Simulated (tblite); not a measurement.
C5H15NSi (SMILES CN(C)[Si](C)(C)C), singlet, geometry from GFN2-xTB; tblite with GFN1-xTB.

Here is a job for tblite.
```
$ tblite run mol.xyz --method gfn1 --charge 0 --spin 0 --spin-polarized --json tblite.json --no-restart

# file mol.xyz
22

C      1.71185036    -1.03445375     1.02410857
N      1.12922745    -0.05576443     0.13877023
C      2.01881467     0.27415239    -0.94792001
Si    -0.58941697     0.11968601    -0.01232646
C     -1.43917511    -1.24895256    -1.05280543
C     -1.32501735     0.09523208     1.74444474
C     -0.92379892     1.80564883    -0.83309989
H      1.04073349    -1.22585586     1.85504434
H      1.91244050    -1.98300966     0.50959618
H      2.66026108    -0.65744338     1.41824843
H      2.23719875    -0.59854696    -1.57674586
H      1.57353050     1.04548775    -1.56779954
H      2.96644594     0.64783987    -0.54877267
H     -1.27541437    -2.23241381    -0.62001725
H     -2.51242855    -1.09851393    -1.12003853
H     -1.05011444    -1.27194755    -2.06740991
H     -0.74986589     0.70976158     2.42908742
H     -1.36597019    -0.90976445     2.15185176
H     -2.34016657     0.47779620     1.73381172
H     -1.96158196     2.09172370    -0.69832661
H     -0.73503580     1.77994433    -1.90145535
H     -0.30882891     2.58992704    -0.40426318
```

What the program printed (banner, timings and long lists left out):

```
xTB calculator
 | screened Coulomb repulsion
 | Coulomb electrostatics
 |  * isotropic Klopman-Ohno-Mataga-Nishimoto electrostatics
 |  * onsite third-order electrostatics
 | DFT-D3(BJ) dispersion correction
 | Interactions (1)
 | [1] spin polarization

halogen bonding energy    0.0000000000000E+00 Eh
repulsion energy          3.2120571769125E-01 Eh
dispersion energy        -9.7405733944664E-03 Eh
interaction energy        0.0000000000000E+00 Eh
number of electrons       4.4000000000000E+01 e
integral cutoff           2.8146159136829E+01 bohr

------------------------------------------------------------
  cycle        total energy    energy error   density error
------------------------------------------------------------
      1     -23.66763176150  -2.3979097E+01   4.0431677E-01
      2     -23.72220941262  -5.4577651E-02   2.3222105E-01
      3     -23.72255924311  -3.4983048E-04   3.3441749E-02
      4     -23.72286316797  -3.0392487E-04   2.3156794E-03
      5     -23.72287509719  -1.1929218E-05   5.8863357E-04
      6     -23.72287531362  -2.1642344E-07   1.5829837E-04
      7     -23.72287535791  -4.4297852E-08   9.8467478E-05
      8     -23.72287546387  -1.0596001E-07   2.2341752E-05
      9     -23.72287546899  -5.1193183E-09   2.9492349E-06
------------------------------------------------------------

electronic energy        -2.4034340613290E+01 Eh
total energy             -2.3722875468993E+01 Eh

Post processing:
 | Mayer-Wiberg bond orders

[Info] JSON dump of results written to 'tblite.json'
```
